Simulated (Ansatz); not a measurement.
The inner images of a band of BFH3N + H2O (9 atoms, charge 0, multiplicity 1) are given out of order.

Theory: Ansatz 0.2.0, RKS PBE0/6-31G*.

Initial state:

```xyz
9
Properties=species:S:1:pos:R:3
B 0.089 -0.373 0.280
N 0.084 -0.312 1.685
H -0.742 -0.510 2.228
H 0.939 -0.296 2.223
F 1.246 -0.294 -0.375
H -0.933 -0.510 -0.331
O -0.445 2.599 0.662
H -1.333 2.451 0.315
H -0.302 1.845 1.255
```

Final state:

```xyz
9
Properties=species:S:1:pos:R:3
B -0.190 0.479 0.222
N 0.114 0.123 1.823
H -0.752 0.060 2.353
H 0.641 -0.741 1.927
F 1.084 0.425 -0.339
H -0.926 -0.410 -0.183
O -0.756 1.781 0.356
H -1.281 1.991 -0.421
H 0.667 0.891 2.204
```

Problem. Put them in order from the first end to the last, with their energies above the first end.
A.
```xyz
9
Properties=species:S:1:pos:R:3
B -0.193 0.459 0.215
N 0.087 0.130 1.839
H -0.740 -0.220 2.316
H 0.847 -0.538 1.947
F 1.063 0.245 -0.345
H -1.029 -0.351 -0.159
O -0.608 1.820 0.301
H -1.181 2.038 -0.440
H 0.357 1.015 2.270
```
B.
```xyz
9
Properties=species:S:1:pos:R:3
B 0.019 -0.112 0.317
N 0.051 -0.212 1.740
H -0.727 -0.594 2.255
H 0.934 -0.287 2.226
F 1.171 -0.061 -0.355
H -1.014 -0.282 -0.271
O -0.298 2.177 0.469
H -1.228 2.207 0.210
H -0.305 1.762 1.351
```
C.
```xyz
9
Properties=species:S:1:pos:R:3
B -0.143 0.444 0.173
N 0.032 0.136 1.851
H -0.705 -0.441 2.249
H 0.933 -0.296 2.045
F 1.099 0.064 -0.308
H -1.063 -0.267 -0.197
O -0.379 1.848 0.175
H -1.172 2.052 -0.327
H 0.001 1.059 2.281
```
D.
```xyz
9
Properties=species:S:1:pos:R:3
B -0.052 0.215 0.256
N -0.012 0.065 1.814
H -0.717 -0.522 2.242
H 0.903 -0.170 2.187
F 1.146 -0.028 -0.342
H -1.040 -0.249 -0.266
O -0.242 1.820 0.420
H -1.129 2.081 0.135
H -0.254 1.387 1.497
```
E.
```xyz
9
Properties=species:S:1:pos:R:3
B -0.086 0.359 0.152
N -0.016 0.126 1.825
H -0.732 -0.452 2.256
H 0.903 -0.136 2.178
F 1.142 -0.036 -0.322
H -1.043 -0.270 -0.259
O -0.240 1.805 0.203
H -1.139 2.063 -0.012
H -0.188 1.142 1.922
```

Solution. B (+0.09 eV), D (+0.40 eV), E (-0.47 eV), C (-0.70 eV), A (-0.73 eV).

The run took 110 s on 1 thread of AMD EPYC 7R43 64-Core Processor (Zen 3), with other jobs on the host, peak memory 0.14 GiB.
